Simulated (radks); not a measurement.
Values are calculated unless marked as measured or tabulated.
Question: As II, 32 electrons, occupied as [Ar] 3d10 4s2 4p2. Level of theory: scalar-relativistic Kohn-Sham, PBE, spin-polarised, spherical densities, finite nucleus; open shells are filled with parallel spins first; Fermi nuclear charge, rms radius 4.0968 fm (a radial shooting solver on a logarithmic mesh with Libxc functionals). Some entries of the table are withheld. Estimate them.

orbital,occ.,eigenvalue (Ry),<r^2> (bohr^2),<1/r> (bohr^-1)
1s up,1,-862.0735,0.002786,33.47
1s down,1,-862.0669,0.002786,33.47
2s up,1,-109.9830,0.04848,7.368
2s down,1,-109.9802,0.04848,7.368
2p up,3,-96.52840,0.03846,7.220
2p down,3,-96.52265,0.03846,7.220
3s up,1,-14.69766,0.4126,2.385
3s down,1,-14.68909,0.4123,2.385
3p up,3,-10.53640,0.4479,2.231
3p down,3,-10.52643,0.4472,2.232
3d up,5,-3.70030,0.5838,1.906
3d down,5,-3.68418,0.5753,1.912
4s up,1,(1),4.023,0.6985
4s down,1,(2),4.009,0.7054
4p up,2,-1.03479,6.081,0.5644
4p down,0,-0.89382,6.319,0.5600
5s up,0,-0.38258,29.08,0.2541

Answer: 
(1) 4s up eigenvalue (Ry): -1.77022
(2) 4s down eigenvalue (Ry): -1.63243
